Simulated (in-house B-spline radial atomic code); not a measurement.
A fraction x of an electron is moved 5p → 5f in Gd³⁺, starting from [Xe] 4f7 and keeping the highest spin. Level of theory: scalar-relativistic (X2C) RPBE, spin-polarised, spherical fractional occupations, Fermi nucleus of rms radius 5.1569 fm; calculated with a B-spline radial code for spherical atoms.

```tsv
x	E(x) - E(0) (eV)	5p down level (eV)	5f up level (eV)
0	0.0000	-50.381	-
0.125	5.0918	-51.183	-10.268
0.25	10.2455	-51.972	-10.445
0.375	15.4699	-52.750	-10.696
0.5	?	?	?
0.625	?	?	?
0.75	31.5051	-54.955	-11.520
0.875	36.9612	-55.638	-11.780
1	42.4691	-56.295	-12.030
```

What belongs in the row x = 0.5?

An energy change of 20.7571 eV; 5p down at -53.510 eV, 5f up at -10.973 eV.

What belongs in the row x = 0.625?

An energy change of 26.1031 eV; 5p down at -54.245 eV, 5f up at -11.250 eV.

Check Janak's theorem between x = 0.125 and 0.25.

The slope of the energy is 41.23 eV; the orbital levels give 41.22 eV (ε of the receiving orbital less ε of the emptying one, averaged over the two points).
